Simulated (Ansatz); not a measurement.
Molecule: CH5O2Si (charge 0, doublet). It need not be the lowest isomer of its formula. 
Coordinates optimised at B3LYP-D3(BJ)/def2-TZVP (Ansatz, a first-principles code):
```xyz
9

C     -1.6871    -0.3409     0.2131
Si     0.0357     0.0848    -0.3960
O      0.6992     1.3651     0.4347
O      0.9590    -1.2367    -0.0343
H     -2.3823     0.4794     0.0310
H     -1.6429    -0.5349     1.2885
H     -2.0620    -1.2332    -0.2897
H      0.5304     2.2482     0.0962
H      1.9140    -1.1286    -0.0631
```
Charge 0, spin multiplicity 2.

Basis-set convergence of Hartree-Fock and CCSD(T) correlation energies (hartree) with Ansatz. Cores are frozen in the correlated levels unless marked. UHF or UKS for open shells. Spin-orbit coupling is left out. No relativistic terms.

| basis | functions | E(HF) | E(corr, CCSD(T)) |
|---|---|---|---|
| def2-SVPD | 130 | -479.27876 | -0.68190 |
| def2-TZVPPD | 250 | -479.61185 | -0.81830 |
| def2-QZVPPD | 436 | -479.62934 | -0.86989 |

Extrapolating the two largest sets (X = 3 and 4) as X^-3: E(corr) = (64·(-0.86989) - 27·(-0.81830))/37 = -0.9075 Eh, an estimate of the basis-set limit. The largest set recovers 95.9 % of it, the smallest 75.1 %.
